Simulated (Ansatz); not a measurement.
Consider the hydrogenolysis of a Ge–C bond: `[CH3][Ge]([SH])([Cl])[Cl]` + H₂ → `[SH][GeH]([Cl])[Cl]` + CH₄.

Program: Ansatz. Geometries: PBE0-D4/def2-TZVP. ΔE: electronic, gas phase. CCSD(T)/CBS adds triple-zeta CCSD(T) − MP2 to the extrapolated MP2 energy (def2 sets, frozen cores). This one scheme is used for every species. Functionals use def2-TZVPP. B3LYP here is the variant with VWN-RPA as its local correlation; programs differ in this. For Ge outer-core shells are correlated without core-valence functions, which leaves a few kJ/mol of doubt a bond. Scalar relativity is left out up to krypton. Each species was taken in one conformer, which may not be the lowest.

CCSD(T)/CBS gives -15.0 kJ/mol.

Q: Another level gave -8.0 kJ/mol. Which?
A. CAM-B3LYP-D4/def2-TZVPP
B. r2SCAN-D4/def2-TZVPP
C. B3LYP/def2-TZVPP
D. MP2/def2-TZVPP

A: D. MP2/def2-TZVPP -8.0, r2SCAN-D4 -17.4, B3LYP -31.4, CAM-B3LYP-D4 -23.6 kJ/mol.

Q: What do rigid-rotor, harmonic-oscillator terms from PBE0-D4/def2-TZVP frequencies (298.15 K, 1 bar) make of the CCSD(T)/CBS value? (An estimate is asked.)

A: The calculation gave: ΔZPE = +15.4 kJ/mol, ΔH = -3.7 kJ/mol, ΔS = 17 J/(mol·K), ΔG = -8.7 kJ/mol.

Largest T1 diagnostic among the species: 0.010.

The D4 term adds +11.3 kJ/mol with B3LYP and +6.4 kJ/mol with PBE0; it sums over pairs of atoms, weighted by their polarisabilities, and B3LYP, whose exchange is more repulsive, gets the larger term. Leaving LDA and LC-ωPBE aside and taking each functional with its dispersion term where it has one, the values, not all of them listed here, spread over 15.7 kJ/mol, from B97M-V to revPBE-D4. LDA lies +4.6 kJ/mol from PBE without D4.
